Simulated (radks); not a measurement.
Values are calculated unless marked as measured or tabulated.
The mean radii <r> (bohr) of the occupied orbitals of an atom or ion are listed with their occupations. Code: a radial shooting solver on a logarithmic mesh with Libxc functionals. Model: non-relativistic Kohn-Sham, TPSS, spin-polarised, spherical densities, point nucleus; meta-GGA in the generalised Kohn-Sham scheme.

| orbital | occ. | <r> |
|---|---|---|
| 1s up | 1 | 0.01916 |
| 1s down | 1 | 0.01916 |
| 2s up | 1 | 0.08061 |
| 2s down | 1 | 0.08061 |
| 2p up | 3 | 0.06813 |
| 2p down | 3 | 0.06813 |
| 3s up | 1 | 0.2001 |
| 3s down | 1 | 0.2001 |
| 3p up | 3 | 0.1904 |
| 3p down | 3 | 0.1904 |
| 3d up | 5 | 0.1659 |
| 3d down | 5 | 0.1659 |
| 4s up | 1 | 0.3932 |
| 4s down | 1 | 0.3934 |
| 4p up | 3 | 0.3892 |
| 4p down | 2 | 0.3893 |

Name the element and its charge. Open shells, if any, are filled with parallel spins first.

Answer. Z = 79, gold, charge +44: Au44+ in [Ar] 3d10 4s2 4p5. The 1s radius gives Z: for a bare nucleus <r> = 1.5/Z, 0.01899 bohr for Z = 79, and screening makes it slightly larger (0.01916 here). The occupations add up to 35, and the charge is Z minus that.
